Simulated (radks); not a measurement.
Coulomb parameter of the 4d shell of the cadmium ion Cd2+ in the model configuration [Kr] 4d9 5s1, as a second difference U = [E(n + 1) + E(n - 1) - 2 E(n)] / (1)^2 with all orbitals relaxed. "Bare": the charge of the atom changes with n. "Screened": the 5s shell takes up the change at fixed total charge, which measures U(4d,4d) + U(5s,5s) - 2 U(4d,5s). All-electron calculation, scalar-relativistic Kohn-Sham, PBEsol, spin-unpolarised, spherical densities, point nucleus. Program: a radial shooting solver on a logarithmic mesh with Libxc functionals.

case         configuration  E - E(n) (eV)
start         [Kr] 4d9 5s1          0.000
bare +1      [Kr] 4d10 5s1        -27.502
bare -1       [Kr] 4d8 5s1         42.519
screened +1      [Kr] 4d10        -10.406
screened -1   [Kr] 4d8 5s2         12.931

U(bare) = 15.017 eV, U(screened by 5s) = 2.526 eV, against the Slater integral F0(4d,4d) = 20.318 eV with frozen orbitals.
